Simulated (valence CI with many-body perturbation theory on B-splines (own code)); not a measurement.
## Forbidden lines of Ce³⁴⁺

Calculated by configuration interaction combined with many-body perturbation theory (CI+MBPT): six valence electrons over a frozen Dirac-Fock core [Ar], a basis of 7 s, 7 p, 8 d, 6 f, 4 g, 1 h functions for each j, with the one-electron correlation potential Σ1 (screened to all orders), the two-electron term Σ2, the three-electron term Σ3, Breit, model QED; selected single and double excitations, second order for the rest, scaled by the run's own slope (own B-spline code, finite nucleus).

The last digits are not significant, and no measured levels were compared; by estimate large intervals hold to a few tenths of a per cent, small ones and those within an open d or f shell to about a per cent. Core correlation moves these levels by up to 6300 cm⁻¹, and in measured spectra 5 to 20 % of such shifts remained as error; rates that hang on mixing are uncertain with them. Among the levels kept, up to 1000 cm⁻¹ of a level comes from second order outside the variational space, and about a tenth of that is noise between levels of different J, which matters for small intervals. Only levels of the ground parity were solved; by the run's estimate the other parity begins above the list, which can be wrong where configurations are misplaced.

Lines 1 to 50 of 120 in falling wavelength, among levels below 840820 cm⁻¹, chosen from the decays that carry over 1 % of a level's rate. Wavelengths and rates use the calculated energies. Electric multipoles are in the length gauge, E1 and E2 with the static RPA response of the core. Weak lines are less certain than strong ones. Lines between different terms over intervals too small for the method are left out, as are lines whose strength nearly cancels. The highest levels of a list are the least certain.

Levels are named by their leading jj configuration (3d3/2^4 stands for four electrons in 3d with j = 3/2), which in mixed levels can hold well under half, so a name can repeat and another be missing. Letters in brackets count levels of one name in rising energy.

```csv
λ vac (Å),Upper,Lower,Type,A (s⁻¹),Branch %
2435,(3d3/2^3 3d5/2^3) J=1 [a],(3d3/2^4 3d5/2^2) J=0,M1,1.54e+03,2.7
2401,(3d3/2^4 3d5/2^2) J=2,(3d3/2^4 3d5/2^2) J=4,E2,6.24e-03,100.0
2369,(3d3/2^3 3d5/2^3) J=5,(3d3/2^3 3d5/2^3) J=4 [a],M1,7.26e+02,4.8
1885,(3d3/2^2 3d5/2^4) J=3 [b],(3d3/2^2 3d5/2^4) J=4 [a],M1,1.22e+03,1.3
1590,(3d3/2^2 3d5/2^4) J=5,(3d3/2^3 3d5/2^3) J=4 [b],M1,3.03e+03,3.6
1532,(3d3/2^3 3d5/2^3) J=4 [b],(3d3/2^3 3d5/2^3) J=3 [b],M1,1.30e+03,9.6
1413,(3d3/2^4 3d5/2^2) J=0,(3d3/2^4 3d5/2^2) J=2,E2,2.57e-01,100.0
1313,(3d3/2^2 3d5/2^4) J=4 [c],(3d3/2^2 3d5/2^4) J=4 [b],M1,1.68e+03,1.2
1301,(3d3/2^3 3d5/2^3) J=2,(3d3/2^3 3d5/2^3) J=1 [a],M1,2.53e+03,4.4
1253,(3d3/2^3 3d5/2^3) J=3 [b],(3d3/2^3 3d5/2^3) J=4 [a],M1,3.17e+03,5.8
1221,(3d3/2^2 3d5/2^4) J=2 [b],(3d3/2^3 3d5/2^3) J=3 [b],M1,3.97e+03,4.2
1157,(3d3/2^3 3d5/2^3) J=3 [a],(3d3/2^4 3d5/2^2) J=2,M1,8.94e+03,14.7
1138,(3d3/2^2 3d5/2^4) J=3 [a],(3d3/2^2 3d5/2^4) J=2 [a],M1,2.72e+03,1.9
1053,(3d3/2^2 3d5/2^4) J=3 [b],(3d3/2^3 3d5/2^3) J=4 [b],M1,8.94e+03,9.2
1039,(3d3/2^2 3d5/2^4) J=4 [b],(3d3/2^2 3d5/2^4) J=4 [a],M1,3.29e+03,3.8
1033,(3d3/2^3 3d5/2^3) J=3 [c],(3d3/2^3 3d5/2^3) J=3 [b],M1,1.45e+03,3.4
979.4,(3d3/2^3 3d5/2^3) J=3 [c],(3d3/2^3 3d5/2^3) J=2,M1,3.05e+03,7.2
977.3,(3d3/2^3 3d5/2^3) J=2,(3d3/2^3 3d5/2^3) J=3 [a],M1,6.97e+02,1.2
972.3,(3d3/2^3 3d5/2^3) J=4 [b],(3d3/2^3 3d5/2^3) J=5,M1,1.42e+03,10.4
938.1,(3d3/2^2 3d5/2^4) J=4 [b],(3d3/2^3 3d5/2^3) J=3 [c],M1,2.85e+03,3.3
932.7,(3d3/2^2 3d5/2^4) J=4 [a],(3d3/2^3 3d5/2^3) J=3 [b],M1,2.17e+03,1.3
929.6,(3d3/2^3 3d5/2^3) J=3 [b],(3d3/2^3 3d5/2^3) J=3 [a],M1,5.42e+03,9.9
894.1,(3d3/2^3 3d5/2^3) J=1 [a],(3d3/2^4 3d5/2^2) J=2,M1,5.49e+04,97.3
893.1,(3d3/2 3d5/2^5) J=2,(3d3/2 3d5/2^5) J=1,M1,5.64e+03,2.2
886.1,(3d3/2^2 3d5/2^4) J=1,(3d3/2^2 3d5/2^4) J=2 [b],M1,1.06e+04,9.8
875.3,(3d3/2^2 3d5/2^4) J=3 [b],(3d3/2^2 3d5/2^4) J=2 [a],M1,2.11e+03,2.2
847.2,(3d3/2 3d5/2^5) J=2,(3d3/2^2 3d5/2^4) J=2 [d],M1,5.00e+03,2.0
815.5,(3d3/2^2 3d5/2^4) J=1,(3d3/2^3 3d5/2^3) J=0,M1,1.89e+04,17.4
801.3,(3d3/2^2 3d5/2^4) J=1,(3d3/2^3 3d5/2^3) J=1 [b],M1,2.01e+04,18.6
789.7,(3d3/2 3d5/2^5) J=3,(3d3/2^2 3d5/2^4) J=2 [d],M1,2.55e+04,10.9
780.9,(3d3/2^3 3d5/2^3) J=3 [a],(3d3/2^4 3d5/2^2) J=4,M1,5.20e+04,85.3
780.3,(3d3/2^2 3d5/2^4) J=2 [a],(3d3/2^3 3d5/2^3) J=1 [a],M1,1.79e+04,14.9
757.9,(3d3/2^2 3d5/2^4) J=2 [d],(3d3/2^2 3d5/2^4) J=3 [a],M1,6.14e+03,3.6
746.7,(3d3/2^2 3d5/2^4) J=3 [a],(3d3/2^3 3d5/2^3) J=3 [b],M1,2.59e+03,1.8
743.0,(3d3/2^2 3d5/2^4) J=2 [c],(3d3/2^3 3d5/2^3) J=1 [b],M1,3.24e+03,2.8
718.6,(3d3/2^2 3d5/2^4) J=3 [a],(3d3/2^3 3d5/2^3) J=2,M1,1.86e+04,13.0
690.6,(3d3/2^2 3d5/2^4) J=4 [a],(3d3/2^3 3d5/2^3) J=5,M1,2.88e+04,17.5
689.4,(3d3/2^3 3d5/2^3) J=4 [b],(3d3/2^3 3d5/2^3) J=4 [a],M1,1.04e+04,76.9
672.4,(3d3/2^2 3d5/2^4) J=1,(3d3/2^2 3d5/2^4) J=2 [a],M1,1.47e+03,1.4
660.3,(3d3/2^2 3d5/2^4) J=4 [c],(3d3/2^2 3d5/2^4) J=5,M1,1.39e+04,9.8
657.5,(3d3/2^3 3d5/2^3) J=1 [b],(3d3/2^3 3d5/2^3) J=1 [a],M1,1.09e+04,20.7
651.1,(3d3/2^2 3d5/2^4) J=2 [a],(3d3/2^3 3d5/2^3) J=3 [a],M1,9.93e+04,82.5
648.2,(3d3/2^3 3d5/2^3) J=0,(3d3/2^3 3d5/2^3) J=1 [a],M1,5.23e+04,99.7
641.7,(3d3/2^3 3d5/2^3) J=4 [a],(3d3/2^4 3d5/2^2) J=4,M1,7.25e+04,99.9
630.8,(3d3/2^2 3d5/2^4) J=2 [c],(3d3/2^2 3d5/2^4) J=2 [a],M1,1.53e+04,13.4
624.0,(3d3/2^2 3d5/2^4) J=3 [b],(3d3/2^3 3d5/2^3) J=3 [b],M1,4.19e+04,43.0
609.7,(3d3/2^2 3d5/2^4) J=2 [b],(3d3/2^3 3d5/2^3) J=1 [a],M1,1.69e+04,17.9
604.5,(3d3/2^2 3d5/2^4) J=5,(3d3/2^3 3d5/2^3) J=6,M1,5.05e+04,60.8
604.2,(3d3/2^2 3d5/2^4) J=3 [b],(3d3/2^3 3d5/2^3) J=2,M1,2.22e+04,22.9
603.4,(3d3/2^2 3d5/2^4) J=5,(3d3/2^3 3d5/2^3) J=5,M1,2.50e+04,30.1
```
